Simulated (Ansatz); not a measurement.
Consider the homolysis of the O–Sb bond: `N[SiH](F)[O][SbH2]` → `N[SiH]([O])F`• + `[SbH2]`•.

Calculated with Ansatz (gas phase, PBE0-D4/def2-TZVP geometries, no zero-point term in ΔE). CCSD(T)/CBS is the MP2 limit (def2-TZVPP, def2-QZVPP) plus CCSD(T) − MP2 in def2-TZVPP, frozen cores. This one scheme is used for every species. DFT in def2-TZVPP. HSE06 is defined as in plane-wave codes. No spin–orbit coupling; open shells (•) take unrestricted orbitals. Elements past krypton have def2 core potentials. For Sb outer-core shells are correlated without core-valence functions, which leaves a few kJ/mol of doubt a bond. Each species was taken in one conformer, which may not be the lowest.

`N[SiH](F)[O][SbH2]`:

Z-matrix (Å, degrees):
```
Si
F 1 1.597
O 1 1.615 2 112.4
N 1 1.707 2 104.0 3 118.4
Sb 1 3.205 2 102.8 3 30.1
H 1 1.476 2 106.5 3 -117.0
H 4 1.007 1 120.1 2 31.4
H 4 1.007 1 120.8 2 178.1
H 5 1.714 1 115.9 2 -115.2
H 5 1.718 1 93.5 2 152.7
```

`N[SiH]([O])F`•:

```xyz
7

N     0.427    0.357    0.872
Si   -0.301   -0.080   -0.617
O    -0.240   -1.697   -0.484
F    -1.793    0.455   -0.682
H     0.044   -0.004    1.734
H     1.429    0.462    0.929
H     0.434    0.507   -1.751
```

`[SbH2]`•:

Cartesian coordinates in Å:
```
Sb 0.457 0.395 -0.532
H -1.037 0.706 0.243
H 0.580 -1.102 0.289
```

```tsv
level	ΔE (kJ/mol)
BHLYP-D4	334.6
ωB97M-V	353.4
HSE06	327.6
HF/def2-SVP	213.7
```

(1) What does CCSD(T)/CBS give? (Best estimate.)

Largest T1 diagnostic among the species: 0.025.

Results:

(1) The calculation gave: +376.4 kJ/mol. The listed levels differ from it by -41.8, -23.0, -48.8, -162.7 kJ/mol.

From BLYP to BHLYP (50 % exact exchange), in def2-TZVPP and without D4, ΔE moves by +20.7 kJ/mol. At CCSD(T), def2-SVP lies −49.5 kJ/mol from the extrapolated value and def2-TZVPP −22.3 kJ/mol: correlation converges slowly with the basis, and small sets miss more of it in the bonded molecule than in its fragments.
